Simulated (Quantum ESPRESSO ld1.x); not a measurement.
ld1.x (Quantum ESPRESSO 7.5) input

```
 &input
    zed=37.0,
    iswitch=1,
    rel=1,
    lsd=1,
    dft='SLA-VWN',
    config='[Ar] 3d10 4s2 4p1',
    prefix='ld1',
    max_out_wfc=37,
    file_charge='ld1.rho',
 /
```

Standard output:

```
     Program LD1 v.7.5 starts

     --------------------------- All-electron run ----------------------------

     scalar relativistic calculation

     atomic number is 37.00
     dft =SLA-VWN   lsd =1 sic =0 latt =0  beta=0.20 tr2=1.0E-14
     Exchange-correlation= SLA-VWN
                           (   1   2   0   0   0   0   0)
     mesh =2029 r(mesh) = 100.79433 a.u. xmin = -8.00 dx = 0.00800
     1 Ry =  13.60569312 eV, c = 137.03599908

     n l     nl                  e(Ry)          e(Ha)          e(eV)
     1 0     1S 1( 1.00)     -1110.0816      -555.0408    -15103.4303
     2 0     2S 1( 1.00)      -154.1100       -77.0550     -2096.7734
     2 1     2P 1( 3.00)      -137.5186       -68.7593     -1871.0355
     3 0     3S 1( 1.00)       -28.4106       -14.2053      -386.5461
     3 1     3P 1( 3.00)       -23.0798       -11.5399      -314.0166
     3 2     3D 1( 5.00)       -14.2241        -7.1121      -193.5290
     4 0     4S 1( 1.00)        -8.1193        -4.0597      -110.4692
     4 1     4P 1( 1.00)        -6.7021        -3.3511       -91.1872
     1 0     1S 2( 1.00)     -1110.0707      -555.0354    -15103.2818
     2 0     2S 2( 1.00)      -154.1028       -77.0514     -2096.6753
     2 1     2P 2( 3.00)      -137.5085       -68.7542     -1870.8981
     3 0     3S 2( 1.00)       -28.3963       -14.1981      -386.3513
     3 1     3P 2( 3.00)       -23.0636       -11.5318      -313.7963
     3 2     3D 2( 5.00)       -14.2050        -7.1025      -193.2695
     4 0     4S 2( 1.00)        -8.0078        -4.0039      -108.9519
     4 1     4P 2( 0.00)        -6.5898        -3.2949       -89.6593

     final scf error:  9.1E-15 reached in  24 iterations

     Etot =   -5934.989455 Ry,   -2967.494727 Ha,  -80749.645210 eV
     Total magnetization:    1.00 Bohr mag.

     Ekin =    6077.173523 Ry,    3038.586761 Ha,   82684.158004 eV
     Encl =  -14106.213392 Ry,   -7053.106696 Ha, -191924.810533 eV
     Eh   =    2282.754442 Ry,    1141.377221 Ha,   31058.456415 eV
     Exc  =    -188.704028 Ry,     -94.352014 Ha,   -2567.449095 eV

     normalization and overlap integrals

     s(1S/1S) =  1.000000  <r> =   0.0403  <r2> =    0.0022  r(max) =   0.0264
     s(1S/2S) = -0.006831
     s(1S/3S) = -0.002679
     s(1S/4S) = -0.001100
     s(2S/2S) =  1.000000  <r> =   0.1781  <r2> =    0.0374  r(max) =   0.1497
     s(2S/3S) = -0.001596
     s(2S/4S) = -0.000636
     s(2P/2P) =  1.000000  <r> =   0.1552  <r2> =    0.0295  r(max) =   0.1197
     s(2P/3P) = -0.001299
     s(2P/4P) = -0.000489
     s(3S/3S) =  1.000000  <r> =   0.5104  <r2> =    0.2992  r(max) =   0.4516
     s(3S/4S) = -0.000392
     s(3P/3P) =  1.000000  <r> =   0.5176  <r2> =    0.3129  r(max) =   0.4444
     s(3P/4P) = -0.000326
     s(3D/3D) =  1.000000  <r> =   0.5199  <r2> =    0.3296  r(max) =   0.3911
     s(4S/4S) =  1.000000  <r> =   1.3010  <r2> =    1.9023  r(max) =   1.1890
     s(4P/4P) =  1.000000  <r> =   1.4178  <r2> =    2.2694  r(max) =   1.2880
     s(1S/1S) =  1.000000  <r> =   0.0403  <r2> =    0.0022  r(max) =   0.0264
     s(1S/2S) = -0.006831
     s(1S/3S) = -0.002679
     s(1S/4S) = -0.001103
     s(2S/2S) =  1.000000  <r> =   0.1781  <r2> =    0.0374  r(max) =   0.1497
     s(2S/3S) = -0.001596
     s(2S/4S) = -0.000638
     s(2P/2P) =  1.000000  <r> =   0.1552  <r2> =    0.0295  r(max) =   0.1197
     s(2P/3P) = -0.001300
     s(2P/4P) = -0.000490
     s(3S/3S) =  1.000000  <r> =   0.5102  <r2> =    0.2989  r(max) =   0.4516
     s(3S/4S) = -0.000393
     s(3P/3P) =  1.000000  <r> =   0.5173  <r2> =    0.3124  r(max) =   0.4444
     s(3P/4P) = -0.000327
     s(3D/3D) =  1.000000  <r> =   0.5190  <r2> =    0.3282  r(max) =   0.3911
     s(4S/4S) =  1.000000  <r> =   1.3002  <r2> =    1.9019  r(max) =   1.1890
     s(4P/4P) =  1.000000  <r> =   1.4197  <r2> =    2.2780  r(max) =   1.2880

     ------------------------ End of All-electron run ------------------------
```

Run on one thread of a shared host, so times are rough (Intel(R) Xeon(R) Processor @ 2.60GHz): 0.58 s of CPU time, 1.5 s wall, 24 iterations on 2029 mesh points.
